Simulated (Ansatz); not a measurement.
Ansatz results at the PBE0-D4/def2-TZVP geometry: size of the dipole moment (B3LYP/def2-TZVPP) 3.39 D; HOMO–LUMO gap (PBE/def2-TZVPP) 3.58 eV; HOMO energy (PBE/def2-TZVPP) -5.85 eV.

(1) Which molecule gave them?
A. `C[N](C)[Hf]1234([OH])([N](C)C)[C@@H]5[C@H]1[C@H]2[C@@]3(C)[C@@H]54`
B. `[CH3][Zr]12345678([Cl])([C@H]9[C@@H]1[C@@H]2[C@@H]3[C@H]94)[C@H]1[C@@H]5[C@@H]6[C@@H]7[C@H]18`
C. `[Cl][W]12345678([Cl])([C@H]9[C@@H]1[C@@H]2[C@@H]3[C@H]94)[C@H]1[C@@H]5[C@@H]6[C@@H]7[C@H]18`
D. `C[O][Ti]1234([OH])([N](C)C)[C@H]5[C@@H]1[C@@H]2[C@@H]3[C@H]54`

Answers

(1) B. The others give `C[O][Ti]1234([OH])([N](C)C)[C@H]5[C@@H]1[C@@H]2[C@@H]3[C@H]54`: 1.85, 2.78, -4.97; `[Cl][W]12345678([Cl])([C@H]9[C@@H]1[C@@H]2[C@@H]3[C@H]94)[C@H]1[C@@H]5[C@@H]6[C@@H]7[C@H]18`: 6.22, 2.12, -4.25; `C[N](C)[Hf]1234([OH])([N](C)C)[C@@H]5[C@H]1[C@H]2[C@@]3(C)[C@@H]54`: 1.34, 3.67, -4.38.

B3LYP here is the variant with VWN-RPA as its local correlation; programs differ in this.
